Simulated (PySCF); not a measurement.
C₃H₃, charge -1, singlet, geometry from GFN2-xTB (in this run its highest filled SCF level lies above zero, so its values depend strongly on the basis, on diffuse functions most of all); PySCF with B3LYP/pcseg-1.

Here is a job for PySCF.
```python
from pyscf import gto, scf, dft

mol = gto.M(
    atom='''
C    -0.000588   -0.067353    0.131452
C     0.012727    0.421654    1.286929
C    -0.009166   -0.235089   -1.200541
H     0.008172   -0.086694    2.252544
H     0.909339   -0.330062   -1.783745
H    -0.935345   -0.298514   -1.775838
''',
    basis='pcseg-1',
    charge=-1,
    spin=0,
    verbose=4,
)

mf = dft.RKS(mol)
mf.xc = 'b3lyp'
mf.kernel()
mf.analyze()
```

Output, abridged:

```
PySCF version 2.14.0

[INPUT] verbose = 4
[INPUT] num. atoms = 6
[INPUT] num. electrons = 22
[INPUT] charge = -1
[INPUT] spin (= nelec alpha-beta = 2S) = 0
[INPUT] symmetry False subgroup None
[INPUT] Mole.unit = angstrom
[INPUT] Symbol           X                Y                Z      unit          X                Y                Z       unit  Magmom
[INPUT]  1 C     -0.000588000000  -0.067353000000   0.131452000000 AA   -0.001111158961  -0.127278723668   0.248408278526 Bohr   0.0
[INPUT]  2 C      0.012727000000   0.421654000000   1.286929000000 AA    0.024050544387   0.796810579327   2.431943351760 Bohr   0.0
[INPUT]  3 C     -0.009166000000  -0.235089000000  -1.200541000000 AA   -0.017321229658  -0.444253824898  -2.268693691311 Bohr   0.0
[INPUT]  4 H      0.008172000000  -0.086694000000   2.252544000000 AA    0.015442841890  -0.163827916643   4.256691243532 Bohr   0.0
[INPUT]  5 H      0.909339000000  -0.330062000000  -1.783745000000 AA    1.718401664386  -0.623726784126  -3.370789526062 Bohr   0.0
[INPUT]  6 H     -0.935345000000  -0.298514000000  -1.775838000000 AA   -1.767545881981  -0.564109704348  -3.355847461595 Bohr   0.0

nuclear repulsion = 53.3629357410301
number of shells = 15
number of NR pGTOs = 96
number of NR cGTOs = 57
basis = pcseg-1
ecp = {}

******** <class 'pyscf.dft.rks.RKS'> ********
method = RKS
initial guess = minao
damping factor = 0
level_shift factor = 0
DIIS = <class 'pyscf.scf.diis.CDIIS'>
diis_start_cycle = 1
diis_space = 8
diis_damp = 0
SCF conv_tol = 1e-09
SCF conv_tol_grad = None
SCF max_cycles = 50
direct_scf = True
direct_scf_tol = 1e-13
XC library pyscf.dft.libxc version 7.1.2
    S. Lehtola, C. Steigemann, M. J. T. Oliveira, and M. A. L. Marques,  SoftwareX 7, 1–5 (2018)
XC functionals = b3lyp
    P. J. Stephens, F. J. Devlin, C. F. Chabalowski, and M. J. Frisch,  J. Phys. Chem. 98, 11623 (1994)
radial grids:
    Treutler-Ahlrichs [JCP 102, 346 (1995); DOI:10.1063/1.469408] (M4) radial grids

becke partition: Becke, JCP 88, 2547 (1988); DOI:10.1063/1.454033
pruning grids: <function nwchem_prune>
grids dens level: 3
symmetrized grids: False
atomic radii adjust function: <function treutler_atomic_radii_adjust>
small_rho_cutoff = 0
Set gradient conv threshold to 3.16228e-05
Initial guess from minao.
tot grids = 71784
init E= -116.213980297546
  HOMO = -0.225436197745237  LUMO = -0.0434269880579627  gap/eV = 4.95272
cycle= 1 E= -115.920372820225  delta_E= 0.294  |g|= 0.51  |ddm|= 2.69
  HOMO = 0.151077569474591  LUMO = 0.270919720236322  gap/eV = 3.26107
cycle= 2 E= -115.896129066873  delta_E= 0.0242  |g|= 0.598  |ddm|= 3.97
  HOMO = 0.0566023900142945  LUMO = 0.250479651933928  gap/eV = 5.27567
cycle= 3 E= -116.006308812015  delta_E= -0.11  |g|= 0.0327  |ddm|=  2.6
  HOMO = 0.0545360237682715  LUMO = 0.247468591312374  gap/eV = 5.24996
cycle= 4 E= -116.006273822824  delta_E= 3.5e-05  |g|= 0.0336  |ddm|= 0.0853
  HOMO = 0.0542969293833564  LUMO = 0.248861086492443  gap/eV = 5.29436
cycle= 5 E= -116.006578055158  delta_E= -0.000304  |g|= 0.00968  |ddm|= 0.0521
  HOMO = 0.0542876179591527  LUMO = 0.248623127056695  gap/eV = 5.28814
cycle= 6 E= -116.006603137631  delta_E= -2.51e-05  |g|= 0.00126  |ddm|= 0.012
  HOMO = 0.0541941982744745  LUMO = 0.248610551072916  gap/eV = 5.29034
cycle= 7 E= -116.006603572282  delta_E= -4.35e-07  |g|= 0.000109  |ddm|= 0.00151
  HOMO = 0.0541942951917402  LUMO = 0.248600533778414  gap/eV = 5.29006
cycle= 8 E= -116.006603576471  delta_E= -4.19e-09  |g|= 2.7e-05  |ddm|= 0.000276
  HOMO = 0.0541946651277003  LUMO = 0.248605024363499  gap/eV = 5.29018
cycle= 9 E= -116.006603576834  delta_E= -3.63e-10  |g|= 6.89e-06  |ddm|= 9.12e-05
  HOMO = 0.0541948365666807  LUMO = 0.248603507698072  gap/eV = 5.29013
Extra cycle  E= -116.006603576782  delta_E= 5.23e-11  |g|= 1.53e-05  |ddm|= 3.53e-05
converged SCF energy = -116.006603576782
**** SCF Summaries ****
Total Energy =                        -116.006603576782169
Nuclear Repulsion Energy =              53.362935741030128
One-electron Energy =                 -265.585328382180194
Two-electron Energy =                   96.215789064367897
Two-electron Coulomb Energy =          113.754760657286099
DFT Exchange-Correlation Energy =      -17.538971592918202
HOMO-LUMO gap [eV] =                     5.290129395791523
**** MO energy ****
MO #1   energy= -9.94073464794944  occ= 2
MO #2   energy= -9.92507112112375  occ= 2
MO #3   energy= -9.90436781697415  occ= 2
MO #4   energy= -0.533177797849313 occ= 2
MO #5   energy= -0.439080453581905 occ= 2
MO #6   energy= -0.270195625929671 occ= 2
MO #7   energy= -0.206178025743895 occ= 2
MO #8   energy= -0.201730033769811 occ= 2
MO #9   energy= -0.075404523937399 occ= 2
MO #10  energy= -0.0259639226196495 occ= 2
MO #11  energy= 0.0541948365666807 occ= 2
MO #12  energy= 0.248603507698072  occ= 0
MO #13  energy= 0.253122091276283  occ= 0
MO #14  energy= 0.260157090936666  occ= 0
MO #15  energy= 0.295274616978156  occ= 0
MO #16  energy= 0.32314160471358   occ= 0
MO #17  energy= 0.455443602264558  occ= 0
MO #18  energy= 0.505494445606637  occ= 0
MO #19  energy= 0.634523699513652  occ= 0
 ** Mulliken pop on meta-lowdin orthogonal AOs  **
 ** Mulliken pop  **
 ** Mulliken atomic charges  **
charge of    0C =     -0.05644
charge of    1C =     -0.56594
charge of    2C =     -0.53971
charge of    3H =      0.05761
charge of    4H =      0.05224
charge of    5H =      0.05224

WARN: System has nonzero charge -1; the dipole moment is origin-dependent.
Location of origin: [0. 0. 0.]

Dipole moment(X, Y, Z, Debye): -0.02826, -1.44799, -0.81514
```
